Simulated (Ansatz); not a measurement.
Ansatz (a quantum-chemistry and plane-wave program) input (CCSD(T)/aug-cc-pVDZ):

Ansatz 0.2 input:
```yaml
crystal:
  periodic: [false, false, false]
  atoms:
    - {symbol: C, position_ang: [-0.20630078, -1.26078573, -1.49992088]}
    - {symbol: Ge, position_ang: [-0.00682163, -0.02027651, -0.02570323]}
    - {symbol: C, position_ang: [-0.07435609, 1.82358992, -0.71489116]}
    - {symbol: C, position_ang: [-1.45412509, -0.32371849, 1.27394254]}
    - {symbol: C, position_ang: [1.73243543, -0.30445355, 0.86595605]}
    - {symbol: H, position_ang: [-0.70290034, -2.21876201, -1.39235943]}
    - {symbol: H, position_ang: [0.19578174, -1.06092033, -2.48709134]}
    - {symbol: H, position_ang: [0.06949327, 2.53680172, 0.09773576]}
    - {symbol: H, position_ang: [-1.03751475, 2.02225262, -1.18521255]}
    - {symbol: H, position_ang: [0.71111624, 1.98172877, -1.45484664]}
    - {symbol: H, position_ang: [-2.42620743, -0.14505349, 0.81389428]}
    - {symbol: H, position_ang: [-1.42794248, -1.35097981, 1.63939933]}
    - {symbol: H, position_ang: [-1.34527725, 0.34759276, 2.12661956]}
    - {symbol: H, position_ang: [1.79954179, -1.31979208, 1.25680159]}
    - {symbol: H, position_ang: [2.55100696, -0.14881172, 0.16306651]}
    - {symbol: H, position_ang: [1.84527348, 0.39699885, 1.69397693]}
basis:
  gaussian:
    orbitals: aug-cc-pVDZ
magnetization: {spin_polarized: true, initial_magnetization: 1}
correlation: {method: ccsd_t, electrons: outside_noble_gas}
output: {forces: true}
```

Output:

```
Functional definition: HF
integrals: 2.46 GiB planned
2281 factors; integrals over basis functions are off by at most 1.0e-3 eV
1.64 GiB of device memory are held for the factors and their scratch space
mean field: 2.04 GiB planned
mean field evaluation 1: about -60763.1887 eV, gradient 3.1e1 eV
mean field evaluation 2: about -60763.2025 eV, gradient 3.1e1 eV
mean field evaluation 4: about -60768.4469 eV, gradient 2.6e0 eV
mean field evaluation 8: about -60768.5208 eV, gradient 3.0e-1 eV
mean field evaluation 16: about -60768.4319 eV, gradient 2.6e0 eV
mean field -60768.52283326 eV, -2233.2020237382 hartree, gradient 1.3e-6 eV, S^2 0.762325; 0 other end points of the search recorded, 0 dependent functions left out
18 core orbitals not correlated
reference -60768.52283326 eV, -2233.2020237382 hartree; 16, 15 occupied and 193, 194 virtual orbitals, 2281 factors
densities: 18.63 GiB planned
second order -18.57488484 eV of doubles, -0.00000000 eV of singles
coupled cluster: 13.54 GiB planned
cycle   1  -20.05668765 eV  change    -1.5e0 eV  update   9.2e-2
cycle   2  -20.60157732 eV  change   -5.4e-1 eV  update   2.8e-2
cycle   3  -20.67778771 eV  change   -7.6e-2 eV  update   1.1e-2
cycle   4  -20.67869608 eV  change   -9.1e-4 eV  update   4.1e-3
cycle   5  -20.67846737 eV  change    2.3e-4 eV  update   2.0e-3
cycle   6  -20.67872030 eV  change   -2.5e-4 eV  update   8.1e-4
cycle   7  -20.67884969 eV  change   -1.3e-4 eV  update   3.4e-4
cycle   8  -20.67889049 eV  change   -4.1e-5 eV  update   1.3e-4
cycle   9  -20.67885605 eV  change    3.4e-5 eV  update   5.1e-5
cycle  10  -20.67883570 eV  change    2.0e-5 eV  update   2.2e-5
cycle  11  -20.67884359 eV  change   -7.9e-6 eV  update   7.1e-6
cycle  12  -20.67884494 eV  change   -1.3e-6 eV  update   2.7e-6
perturbative correction -0.66503720 eV, -0.0244396665 hartree
the calculation of the forces begins
1.64 GiB of device memory are held for the factors and their scratch space
Total energy: -60789.86671541 eV, -2233.9863969397 hartree
Atom 0 at    -0.206301    -1.260786    -1.499921 Å, force    -0.012075     0.158881     0.154857 eV/Å
Atom 1 at    -0.006822    -0.020277    -0.025703 Å, force     0.045455     0.106500     0.142901 eV/Å
Atom 2 at    -0.074356     1.823590    -0.714891 Å, force     0.007332    -0.367720     0.134679 eV/Å
Atom 3 at    -1.454125    -0.323718     1.273943 Å, force     0.280946     0.059881    -0.261149 eV/Å
Atom 4 at     1.732435    -0.304454     0.865956 Å, force    -0.361438     0.061643    -0.180795 eV/Å
Atom 5 at    -0.702900    -2.218762    -1.392359 Å, force    -0.243792    -0.495177     0.039698 eV/Å
Atom 6 at     0.195782    -1.060920    -2.487091 Å, force     0.203651     0.082292    -0.505540 eV/Å
Atom 7 at     0.069493     2.536802     0.097736 Å, force     0.065726     0.363349     0.375715 eV/Å
Atom 8 at    -1.037515     2.022253    -1.185213 Å, force    -0.457937     0.120091    -0.233426 eV/Å
Atom 9 at     0.711116     1.981729    -1.454847 Å, force     0.373155     0.097187    -0.359021 eV/Å
Atom 10 at    -2.426207    -0.145053     0.813894 Å, force    -0.480699     0.080139    -0.200246 eV/Å
Atom 11 at    -1.427942    -1.350980     1.639399 Å, force    -0.004572    -0.491380     0.189530 eV/Å
Atom 12 at    -1.345277     0.347593     2.126620 Å, force     0.031240     0.315632     0.421306 eV/Å
Atom 13 at     1.799542    -1.319792     1.256802 Å, force     0.056367    -0.490848     0.200191 eV/Å
Atom 14 at     2.551007    -0.148812     0.163067 Å, force     0.416026     0.071139    -0.325331 eV/Å
Atom 15 at     1.845273     0.396999     1.693977 Å, force     0.080615     0.328391     0.406631 eV/Å
Dipole moment:     0.003554     0.016868     0.021649 e Å
```

It need not be the lowest isomer of its formula.
